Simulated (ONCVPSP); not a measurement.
# Building the ONCV potential for aluminium (PBEsol, scalar-relativistic).

ONCVPSP 4.0.1 was run on this input:

```
# ATOM AND REFERENCE CONFIGURATION
# atsym  z   nc   nv     iexc    psfile
  Al 13.00    3    2  -116133      upf
#
#   n    l    f
    1    0    2.00
    2    0    2.00
    2    1    6.00
    3    0    1.75
    3    1    1.25
#
# PSEUDOPOTENTIAL AND OPTIMIZATION
# lmax
    2
#
#   l,   rc,      ep,       ncon, nbas, qcut
    0    0.70    0.00    4    8    9.70
    1    1.90    0.00    5    9    4.60
    2    1.75    0.02    4    9    5.10
#
# LOCAL POTENTIAL
# lloc, lpopt,  rc(5),   dvloc0
    4    5    0.45    0.00
#
# VANDERBILT-KLEINMAN-BYLANDER PROJECTORs
# l, nproj, debl
    0    2    2.50
    1    2    0.70
    2    1    0.60
#
# MODEL CORE CHARGE
# icmod, fcfact, rcfact
    0    0.00    0.00
#
# LOG DERIVATIVE ANALYSIS
# epsh1, epsh2, depsh
   -2.00    5.00    0.02
#
# OUTPUT GRID
# rlmax, drl
    6.00    0.01
#
# TEST CONFIGURATIONS
# ncnf
    4
# nvcnf
#   n    l    f
    2
    3    0    2.00
    3    1    1.00
#
    2
    3    0    2.00
    3    1    0.00
#
    2
    3    0    1.00
    3    1    0.00
#
    2
    3    0    2.00
    3    1    0.50
#
```

Command:

```bash
oncvpsp.x < Al.dat > Al.out
```

Output (shortened: citation, most of the input echo, consistency checks and plot data are left out):

```
[... start of the log left out ...]
         0.00100     0.02721       42.22
         0.00010     0.00272       86.28
         0.00001     0.00027       96.75

   Wellstate for l =  2  n =  3
     eigenvalue =   0.0200
     asymptotic potential =   0.5200
     half-point radius = 66.2099

Calculating optimized projector #   1

 for l=   2

    Fraction of norm inside rc  0.000777
    Optimizing pswf for qcut=   5.10 a_B^-1,  ecut=  12.99 Ha
    Residual kinetic energy error=  1.98D-06 Ha

    Energy error per electron        Cutoff
         Ha          eV             Ha
         0.01000     0.27211        0.12
         0.00100     0.02721        1.07
         0.00010     0.00272        4.31
         0.00001     0.00027        9.39

Construct Vanderbilt / Kleinmman-Bylander projectors

B matrix Hermiticity error, ll=   0
   1   2    7.3792E-05

  Orthonormal projector coefficients  5.3762E+01  1.5211E+01

B matrix Hermiticity error, ll=   1
   1   2    1.4768E-05

  Orthonormal projector coefficients  3.6469E+01  2.3339E+00
oncvpsp: lschvkbb ERROR   1   0 100
```

The run stopped because the bound-state solver with the separable projectors failed.

The run took about 2 s on one core of a shared server CPU.
